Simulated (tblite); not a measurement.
Isomers of C7H9F3S. Level: GFN2-xTB in tblite, geometry and Hessian alike; calculated harmonic values, unscaled, isolated species. This tight-binding method is rough: wavenumbers can miss measured ones by several per cent, in bad cases by 10 to 20. One conformer each.

Electronic energies: GFN2-xTB at the same geometries; isomer energies are rough at this level and their order can be wrong.

```json
{"SMILES": "C[C@@H]1CC(=S)C[C@@H]1C(F)(F)F", "electronic energy, lowest = 0 (kcal/mol)": "0.0"}
{"SMILES": "FCC1=C(C(F)F)SCCC1", "electronic energy, lowest = 0 (kcal/mol)": "12.4"}
{"SMILES": "FC(F)(F)S[C@H]1CCC12CC2", "electronic energy, lowest = 0 (kcal/mol)": "30.3"}
```

**Question.** How do GFN2-xTB zero-point energies change the relative energies?

**Answer.** 
| SMILES | ZPE (kcal/mol) | of it from modes above 1550 cm⁻¹ | electronic (kcal/mol) | with ZPE, lowest = 0 (kcal/mol) | lowest mode (cm⁻¹) | rings |
| --- | --- | --- | --- | --- | --- | --- |
| C[C@@H]1CC(=S)C[C@@H]1C(F)(F)F | 93.2 | 38.6 | 0.0 | 0.0 | 49 | 1 |
| FCC1=C(C(F)F)SCCC1 | 92.8 | 40.6 | 12.4 | 12.0 | 54 | 1 |
| FC(F)(F)S[C@H]1CCC12CC2 | 92.2 | 39.2 | 30.3 | 29.3 | 25 | 2 |

The zero-point energies span 1.0 kcal/mol, from `FC(F)(F)S[C@H]1CCC12CC2` to `C[C@@H]1CC(=S)C[C@@H]1C(F)(F)F`. The order is unchanged.
